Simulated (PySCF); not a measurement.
PySCF input file for GaH3, SMILES [GaH3], TDA-PBE0/def2-TZVPD. Coordinates come from a r2SCAN-D4/def2-TZVPD optimisation. The isomer is the one that the SMILES or the coordinates give; other isomers of the formula were not compared.

```python
import numpy as np
from pyscf import gto, scf, dft, tdscf

mol = gto.M(
    atom='''
    Ga    0.00000000    0.00000000    0.00000000
    H     1.56168458    0.00000000    0.00000000
    H    -0.78084229    1.35245852    0.00000000
    H    -0.78084229   -1.35245852    0.00000000
    ''',
    basis='def2-TZVPD',
    charge=0,
    spin=0,
    symmetry=True,
    max_memory=2000,
    verbose=4,
)
mf = dft.RKS(mol, xc='pbe0').density_fit(auxbasis='def2-universal-jkfit')
mf.grids.level = 3
mf.conv_tol = 1e-9
mf.max_cycle = 100
mf.kernel()
mf.grids = dft.Grids(mol).set(level=1).build(with_non0tab=True)  # coarser grid for the response kernel
td = tdscf.TDA(mf)
td.singlet = True
td.nstates = 10
td.conv_tol = 1e-4
td.kernel(x0=td.get_init_guess(mf, 15))
td.analyze()
tt = tdscf.TDA(mf)
tt.singlet = False
tt.nstates = 4
tt.conv_tol = 1e-4
tt.kernel(x0=tt.get_init_guess(mf, 9))
tt.analyze(verbose=3)
```

It prints:

```
PySCF version 2.14.0

[INPUT] verbose = 4
[INPUT] num. atoms = 4
[INPUT] num. electrons = 34
[INPUT] charge = 0
[INPUT] spin (= nelec alpha-beta = 2S) = 0
[INPUT] symmetry True subgroup None
[INPUT] Mole.unit = angstrom
[INPUT] Symbol           X                Y                Z      unit          X                Y                Z       unit  Magmom
[INPUT]  1 Ga     0.000000000000   0.000000000000   0.000000000000 AA    0.000000000000   0.000000000000   0.000000000000 Bohr   0.0
[INPUT]  2 H      1.561684580000   0.000000000000   0.000000000000 AA    2.951156149156   0.000000000000   0.000000000000 Bohr   0.0
[INPUT]  3 H     -0.780842290000   1.352458520000   0.000000000000 AA   -1.475578074578   2.555776197635   0.000000000000 Bohr   0.0
[INPUT]  4 H     -0.780842290000  -1.352458520000   0.000000000000 AA   -1.475578074578  -2.555776197635   0.000000000000 Bohr   0.0

nuclear repulsion = 32.099979121359
point group symmetry = D3h, use subgroup C2v
symmetry origin: [0. 0. 0.]
symmetry axis x: [0. 1. 0.]
symmetry axis y: [0. 0. 1.]
symmetry axis z: [1. 0. 0.]
num. orbitals of irrep A1 = 36
num. orbitals of irrep A2 = 8
num. orbitals of irrep B1 = 21
num. orbitals of irrep B2 = 16
number of shells = 33
number of NR pGTOs = 139
number of NR cGTOs = 81
basis = def2-TZVPD
ecp = {}


[settings echo left out]
init E= -1925.68555986124
HOMO (A1) = -0.317195428600788  LUMO (B2) = -0.0829431879526226  gap/eV = 6.37433
cycle= 1 E= -1926.32276320934  delta_E= -0.637  |g|= 0.689  |ddm|= 1.36
HOMO (A1) = -0.322591590316699  LUMO (B2) = -0.0835210673722702  gap/eV = 6.50544
cycle= 2 E= -1926.2989881859  delta_E= 0.0238  |g|= 0.904  |ddm|= 0.771
HOMO (A1) = -0.312110964447198  LUMO (B2) = -0.0662436756202975  gap/eV = 6.69039
cycle= 3 E= -1926.36082166448  delta_E= -0.0618  |g|= 0.00896  |ddm|= 0.427
HOMO (A1) = -0.315804108993562  LUMO (B2) = -0.0662047785236375  gap/eV = 6.79194
cycle= 4 E= -1926.36085444344  delta_E= -3.28e-05  |g|= 0.00344  |ddm|= 0.0202
HOMO (A1) = -0.315928985591212  LUMO (B2) = -0.0666492737312736  gap/eV = 6.78325
cycle= 5 E= -1926.36085704379  delta_E= -2.6e-06  |g|= 0.000605  |ddm|= 0.00483
HOMO (A1) = -0.315775863669492  LUMO (B2) = -0.0665322384216465  gap/eV = 6.78226
cycle= 6 E= -1926.3608570974  delta_E= -5.36e-08  |g|= 1.87e-05  |ddm|= 0.000726
HOMO (A1) = -0.315779950570541  LUMO (B2) = -0.0665348139063417  gap/eV = 6.78231
cycle= 7 E= -1926.36085709747  delta_E= -6.73e-11  |g|= 4.24e-07  |ddm|= 7.58e-05
HOMO (A1) = -0.315780087440658  LUMO (B2) = -0.0665349157338624  gap/eV = 6.78231
Extra cycle  E= -1926.36085709747  delta_E= -9.09e-13  |g|= 3.83e-07  |ddm|= 1.27e-06
converged SCF energy = -1926.36085709747
tot grids = 14832


******** <class 'pyscf.tdscf.rks.TDA'> for <class 'pyscf.df.df_jk.DFSymAdaptedRKS'> ********
nstates = 10 singlet
deg_eia_thresh = 1.000e-03
wfnsym = None
conv_tol = 0.0001
eigh lindep = 1e-12
eigh level_shift = 0
eigh max_cycle = 100


Excitation energies (eV)
[5.23582507 5.23584151 7.92975933 7.92981491 8.5809405  8.72065581
 8.72079552 8.94806411 9.50748577 9.50776644]

** Singlet excitation energies and oscillator strengths **
Excited State   1:   B2      5.23583 eV    236.80 nm  f=0.0000
      17 -> 18       -0.70657
Excited State   2:   A2      5.23584 eV    236.80 nm  f=0.0000
      16 -> 18        0.70657
Excited State   3:   B1      7.92976 eV    156.35 nm  f=0.2029
      16 -> 19        0.69850
Excited State   4:   A1      7.92981 eV    156.35 nm  f=0.2029
      17 -> 19       -0.69851
Excited State   5:   B1      8.58094 eV    144.49 nm  f=0.0000
      16 -> 22        0.49795
      17 -> 21        0.49735
Excited State   6:   A1      8.72066 eV    142.17 nm  f=0.0058
      16 -> 21        0.26364
      17 -> 20       -0.59612
      17 -> 22        0.26407
Excited State   7:   B1      8.72080 eV    142.17 nm  f=0.0058
      16 -> 20        0.59619
      16 -> 22        0.26341
      17 -> 21       -0.26414
Excited State   8:   A1      8.94806 eV    138.56 nm  f=0.0000
      16 -> 21        0.49733
      17 -> 22       -0.49748
Excited State   9:   A1      9.50749 eV    130.41 nm  f=0.7341
      16 -> 21        0.40523
      16 -> 26       -0.10640
      17 -> 20        0.33701
      17 -> 22        0.40479
      17 -> 25       -0.10630
      17 -> 27       -0.12958
Excited State  10:   B1      9.50777 eV    130.40 nm  f=0.7344
      16 -> 20       -0.33686
      16 -> 22        0.40491
      16 -> 25       -0.10670
      16 -> 27        0.12949
      17 -> 21       -0.40512
      17 -> 26        0.10669

** Transition electric dipole moments (AU) **
state          X           Y           Z        Dip. S.      Osc.
  1         0.0000      0.0000     -0.0000      0.0000      0.0000
  2        -0.0000      0.0000      0.0000      0.0000      0.0000
  3        -0.0000     -1.0220     -0.0000      1.0445      0.2029
  4         1.0221     -0.0000     -0.0000      1.0446      0.2029
  5         0.0000      0.0002      0.0000      0.0000      0.0000
  6         0.1650     -0.0000     -0.0000      0.0272      0.0058
  7         0.0000     -0.1648     -0.0000      0.0272      0.0058
  8         0.0000      0.0000     -0.0000      0.0000      0.0000
  9         1.7753      0.0000      0.0000      3.1517      0.7341
 10        -0.0000     -1.7756      0.0000      3.1527      0.7344

** Transition velocity dipole moments (imaginary part, AU) **
state          X           Y           Z        Dip. S.      Osc.
  1        -0.0000     -0.0000     -0.0000      0.0000      0.0000
  2         0.0000     -0.0000     -0.0000      0.0000      0.0000
  3        -0.0000     -0.2754      0.0000      0.0759      0.1736
  4         0.2755     -0.0000      0.0000      0.0759      0.1736
  5        -0.0000      0.0001      0.0000      0.0000      0.0000
  6         0.0556     -0.0000     -0.0000      0.0031      0.0064
  7         0.0000     -0.0555     -0.0000      0.0031      0.0064
  8         0.0000     -0.0000     -0.0000      0.0000      0.0000
  9         0.4803      0.0000      0.0000      0.2307      0.4401
 10        -0.0000     -0.4804      0.0000      0.2308      0.4403

** Transition magnetic dipole moments (imaginary part, AU) **
state          X           Y           Z
  1         0.0000     -1.2445      0.0000
  2        -1.2445      0.0000     -0.0000
  3        -0.0000     -0.0000     -0.0006
  4        -0.0000      0.0000     -0.0000
  5         0.0000     -0.0000     -1.6274
  6         0.0000     -0.0000     -0.0000
  7         0.0000      0.0000      0.0013
  8         0.0000      0.0000      0.0000
  9         0.0000      0.0000      0.0000
 10        -0.0000     -0.0000      0.0005


******** <class 'pyscf.tdscf.rks.TDA'> for <class 'pyscf.df.df_jk.DFSymAdaptedRKS'> ********
nstates = 4 triplet
deg_eia_thresh = 1.000e-03
wfnsym = None
conv_tol = 0.0001
eigh lindep = 1e-12
eigh level_shift = 0
eigh max_cycle = 100


Excitation energies (eV)
[4.70263871 4.70264912 7.06501709 7.06503222]

** Triplet excitation energies and oscillator strengths **
Excited State   1:   B2      4.70264 eV    263.65 nm  f=0.0000
Excited State   2:   A2      4.70265 eV    263.65 nm  f=0.0000
Excited State   3:   A1      7.06502 eV    175.49 nm  f=0.0000
Excited State   4:   B1      7.06503 eV    175.49 nm  f=0.0000
```

Self-consistency was reached.

Cost: very roughly 19 core-seconds.
